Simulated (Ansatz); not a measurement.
Relaxation of Cl₂H₂Sn (5 atoms, charge 0, multiplicity 1), to a largest force component of 0.03 eV/Å in at most 50 steps.

All numbers below come from RKS PBE0-D4/def2-SVP (Ansatz 0.2.0).

```xyz
5
Properties=species:S:1:pos:R:3
Sn -0.025 0.015 -0.734
Cl 2.008 0.147 2.243
H 2.358 -0.112 0.984
H -1.323 1.232 -0.551
Cl -1.541 -1.829 -0.897
```

Question: Where does it end, and by what steps?

Answer: The forces met the threshold. The force dipped under the threshold on the way, but the program's further checks kept it going. After 25 steps the energy has fallen by 0.418 eV; Cl5 moved furthest, 1.50 Å.

```csv
step,energy less start (eV),largest force component (eV/Å),accepted
0,0.0000,1.149,yes
1,-0.0178,1.227,yes
2,-0.0189,1.584,yes
3,-0.1086,1.124,yes
4,-0.1742,0.730,yes
5,-0.2093,0.140,yes
6,-0.2102,0.130,yes
7,-0.2138,0.544,yes
8,-0.2182,0.270,yes
9,-0.2250,0.039,yes
10,-0.2265,0.016,yes
11,-0.2098,0.871,no
12,-0.2269,0.226,yes
13,-0.2289,0.117,yes
14,-0.2316,0.275,yes
15,-0.2298,0.971,no
16,-0.2408,0.177,yes
17,-0.2502,0.280,yes
18,-0.2617,0.794,yes
19,-0.2906,1.039,yes
20,-0.3416,0.773,yes
21,-0.3946,0.392,yes
22,-0.4109,0.164,yes
23,-0.4170,0.059,yes
24,-0.4175,0.037,yes
25,-0.4180,0.024,yes
```

```xyz
5
Properties=species:S:1:pos:R:3
Sn -0.001 0.476 -1.093
Cl 1.800 0.386 1.180
H 1.144 -0.766 1.061
H -1.212 1.158 0.026
Cl -0.255 -1.801 -0.128
```

Whether the end is a true minimum wasn't checked by a vibrational analysis.

Run time: 62 s on 1 thread of Arm Neoverse V2 (shared host), peak memory 0.15 GiB.
